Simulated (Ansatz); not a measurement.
Ideal-gas functions of `FC(F)(F)C(F)(F)Cl` at 800 K and 1 bar, from an Ansatz frequency run at PBE0-D4/def2-TZVP.

Molar mass 154.46 g/mol, point group Cs (symmetry number 1), electronic degeneracy 1, moments of inertia 214.207, 332.177, 369.103 u Å². Harmonic wavenumbers (cm⁻¹, unscaled): 69, 181, 220, 315, 333, 365, 443, 455, 560, 600, 657, 773, 988, 1150, 1214, 1253, 1269, 1360.

Use S(trans) = R[1.5 ln M + 2.5 ln T − 1.1517]; rotational temperatures θ = 24.2544 K / I; S(rot) = R[ln(√π/σ · √(T³/θAθBθC)) + 1.5]; for each mode x = 1.438777 ν̃/T, S = R[x/(eˣ − 1) − ln(1 − e⁻ˣ)] and H = RT x/(eˣ − 1); 1 cm⁻¹ = 0.0119627 kJ/mol; R = 8.31446 J/(mol·K).

Question: By hand: the entropy, in J/(mol·K).

Answer: Translation 192.2. Rotation: θ = 0.1132, 0.073, 0.0657 K, giving 131.9. Vibration, mode by mode: 25.67, 17.68, 16.08, 13.15, 12.70, 11.96, 10.42, 10.21, 8.60, 8.07, 7.39, 6.21, 4.55, 3.61, 3.30, 3.12, 3.05, 2.68, in all 168.5. Electronic 0.0. Sum 492.6 J/(mol·K).

Question: By hand: H − E and G − E in kJ/mol, counted from the electronic energy.

Answer: Zero-point energy ½ × 12205 × 0.0119627 = 73.0; thermal vibration 65.8; translation, rotation and pV give 4 RT = 26.6. H − E = 165.4 kJ/mol, and G − E = 165.4 − 800 × 492.6/1000 = -228.7 kJ/mol.

Vibration gives 34 % of the entropy, 25.7 J/(mol·K) of it from the mode under 150 cm⁻¹: soft modes count most, and the harmonic formula is weakest for them.
